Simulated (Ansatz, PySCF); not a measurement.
Gas-phase reaction in SMILES: C[Si](Cl)(Cl)Cl [trichloro(methyl)silane] → [CH3] (CH3) + Cl[Si](Cl)Cl (the C-Si bond at the site shown breaks; other sites are not compared here)
Structures are relaxed separately at B3LYP-D3(BJ)/def2-TZVP in Ansatz (a first-principles code). Frequencies are from Ansatz or PySCF.
Geometry of the first species:
SMILES: C[Si](Cl)(Cl)Cl
```xyz
8

C     -2.0627    -0.3957     0.0885
Si    -0.2519    -0.0483     0.0108
Cl     0.6454    -1.2184    -1.4133
Cl     0.0845     1.9175    -0.4631
Cl     0.6341    -0.4375     1.8180
H     -2.2311    -1.4433     0.3411
H     -2.5306     0.2313     0.8485
H     -2.5246    -0.1857    -0.8770
```
Charge 0, spin multiplicity 1.

Wanted: bond dissociation energy (0 K, with B3LYP-D3(BJ) harmonic zero-point energies), in kcal/mol. Correlated levels leave the core frozen unless marked. UHF or UKS for open shells. Spin-orbit coupling is left out. No relativistic terms. Basis-set limits of correlation are two-point, X^-3; Hartree-Fock from the larger set. [CCSD(T)-MP2]/basis is that difference in the basis named.

```tsv
level	program	bond dissociation energy (kcal/mol)
PBE-D4/def2-TZVPD	Ansatz + dftd4	88.2
PBE0/STO-3G	Ansatz	105.9
PBE0/6-31G*	Ansatz	89.6
BHLYP/def2-TZVPD	Ansatz	85.3
r2SCANh-D4/def2-TZVPD	Ansatz + dftd4	85.5
CCSD/cc-pV(T+d)Z	Ansatz	89.5
RI-MP2/CBS(cc-pV(T+d)Z,cc-pV(Q+d)Z)+[CCSD(T)-MP2]/cc-pV(T+d)Z	Ansatz	94.3
```
